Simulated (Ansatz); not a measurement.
System: AsH, charge 0, triplet. AsH (SMILES [AsH], triplet).
B3LYP-D3(BJ)/def2-TZVP minimum from Ansatz (a program for electronic structure):
```xyz
2

As     0.0000     0.0000    -0.0452
H      0.0000     0.0000     1.4904
```
Charge 0, spin multiplicity 3.

Hartree-Fock and CCSD correlation energies in hartree (Ansatz). Radicals and triplets start from unrestricted determinants; spin-orbit coupling is neglected. Cores are frozen in correlated methods (noble-gas shells, and filled d and f shells in the p block). No relativity.

| basis | X | E(HF) | E(corr, CCSD) |
|---|---|---|---|
| cc-pVTZ | 3 | -2234.80688 | -0.11667 |
| cc-pVQZ | 4 | -2234.80985 | -0.12246 |
| cc-pV5Z | 5 | -2234.81021 | withheld |

**Question.** Fit E(corr) = E∞ + A/X³ to X = 3 and 4, predict X = 5, and compare with the run.

**Answer.** A = (-0.11667 - (-0.12246))/(1/27 - 1/64) = 0.2704; E∞ = -0.12246 - A/64 = -0.12669; at X = 5, E∞ + A/125 = -0.12452. The run gave -0.12452, 0.00 mEh above the prediction. The same form on X = 4 and 5 gives E∞ = -0.12668, 0.00 mEh above the first estimate.
